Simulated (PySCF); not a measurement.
## Correlation energy of Br⁺ (bromine, charge +1)

[Ar] 3d10 4s2 4p4, high-spin 3P determinant. All numbers are calculated (PySCF 2.14, the non-relativistic Hamiltonian (point nucleus), in def2-SVP (5s4p3d, 32 functions)). Frozen: [Ar] 3d10; 6 electrons correlated.

MP2 pair energies summed by pair of shells (mhartree):

```
 pair  energy  share (%)
4p-4p  -37.64       48.7
4s-4p  -33.47       43.3
4s-4s   -6.23        8.0
```

Total MP2 correlation energy: -77.34 mhartree.

Same-spin part -19.00 and opposite-spin part -58.34 mhartree; SCS-MP2 scales them by 1/3 and 6/5 to -76.34 mhartree.

| level | correlation energy (mhartree) |
| --- | --- |
| CCSD | -93.73 |
| (T) | -1.15 |
| CCSD(T) | -94.88 |

Diagnostics: T1 = 0.0062, D1 = 0.0211, largest double amplitude 0.054.

Cost of the coupled-cluster step: 0.11 s of wall time on 1 thread of Neoverse-V2 (shared host), for 6 correlated electrons.

Iterations:

```
CC2 = 0
CCSD nocc = (np.int64(4), np.int64(2)), nmo = (18, 18)
frozen orbitals [[0, 1, 2, 3, 4, 5, 6, 7, 8, 9, 10, 11, 12, 13], [0, 1, 2, 3, 4, 5, 6, 7, 8, 9, 10, 11, 12, 13]]
max_cycle = 100
direct = 0
conv_tol = 1e-08
conv_tol_normt = 1e-06
diis_space = 8
diis_start_cycle = 0
Init t2, MP2 energy = -0.0773374439589942
Init E_corr(UCCSD) = -0.077337443972445
cycle = 1  E_corr(UCCSD) = -0.0900562564125768  dE = -0.0127188124  norm(t1,t2) = 0.0353082
cycle = 2  E_corr(UCCSD) = -0.0926479100127937  dE = -0.0025916536  norm(t1,t2) = 0.0109399
cycle = 3  E_corr(UCCSD) = -0.0937480139036758  dE = -0.00110010389  norm(t1,t2) = 0.00408176
cycle = 4  E_corr(UCCSD) = -0.0937259915838348  dE = 2.20223198e-05  norm(t1,t2) = 0.000389099
cycle = 5  E_corr(UCCSD) = -0.0937292048519925  dE = -3.21326816e-06  norm(t1,t2) = 6.96527e-05
cycle = 6  E_corr(UCCSD) = -0.0937289219618568  dE = 2.82890136e-07  norm(t1,t2) = 1.13912e-05
cycle = 7  E_corr(UCCSD) = -0.0937290256401912  dE = -1.03678334e-07  norm(t1,t2) = 2.24433e-06
cycle = 8  E_corr(UCCSD) = -0.0937289870221963  dE = 3.86179949e-08  norm(t1,t2) = 3.69505e-07
cycle = 9  E_corr(UCCSD) = -0.0937289918808858  dE = -4.85868952e-09  norm(t1,t2) = 5.88721e-08
UCCSD converged
E(UCCSD) = -2571.778901621346  E_corr = -0.09372899188088582
UCCSD(T) correction = -0.001151081832103
```
